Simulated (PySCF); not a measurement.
C6H8O2SSi, SMILES COC(=O)[SiH2]c1cccs1, singlet at its GFN2-xTB optimised geometry (Å):

```
18

C     -0.9708    -4.0918     0.3842
O     -1.4855    -2.7652     0.2877
C     -0.6285    -1.7578     0.0961
O      0.5650    -1.9021     0.0012
Si    -1.6458    -0.1348    -0.0009
C     -0.4565     1.3039     0.0000
C      0.9107     1.3039     0.0000
C      1.4783     2.5938     0.0000
C      0.5374     3.5737     0.0000
S     -1.0576     2.9386    -0.0009
H      0.1128    -4.0559     0.5093
H     -1.2206    -4.6363    -0.5274
H     -1.4410    -4.5676     1.2433
H     -2.5370    -0.1081     1.1620
H     -2.4310    -0.1849    -1.2390
H      1.4817     0.3928    -0.0013
H      2.5370     2.7833     0.0005
H      0.6806     4.6363     0.0009
```

Computed with PBE0/def2-SVP (PySCF).

Map of the LUMO amplitude (bohr^(-3/2)) on the plane z = 0.8 Å; orbital energy -0.79 eV, overall sign arbitrary:

```
|=============================|
|=============================|
|=============================|
|===============++============|
|==============++++===========|
|=============+*#*++==========|
|==========---=#@%*+==========|
|=========-:..=#@%+===========|
|=========-:  -+#+---=========|
|=========-:..-==-.:-=========|
|=============++-..:-=========|
|===========+#%*: .:-=========|
|==========+*%@*-..-==========|
|=======---=#%%*=---==========|
|=======-:.=#%#*==============|
|=======-::=#%#*==============|
|=======---=*##+==============|
|===========*%%+-:-===========|
|===========+##+::-===========|
|==========-:=+=--============|
|==========-.-================|
|===========--================|
|=============================|
|===========++================|
|=============================|
|=============================|
|=============================|
|=============================|
|=============================|
```
Scale: ten equal steps from -0.088 (start of ' ') to 0.100 (end of '@'), in the order ' .:-=+*#%@'; x runs from -7.00 to 7.00, y from -7.00 (bottom) to 7.00 (top).
